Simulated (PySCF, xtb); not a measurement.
Be(OMe)(OSiH3) (CH6BeO2Si), SMILES C[O][Be][O][SiH3].

GFN2-xTB (xtb) at its own geometry gives an orbital gap of 6.24 eV and a dipole moment of 1.77 D.

Coordinates come from a r2SCAN-D4/def2-SVP optimisation. One conformer was computed; it need not be the lowest.

Problem. What does PBE/def2-TZVP (PySCF) give? (An estimate is asked for; the answer gives what the named calculation found.)

Solution. gap 5.60 eV (levels -6.63 and -1.04 eV), dipole 1.51 D.
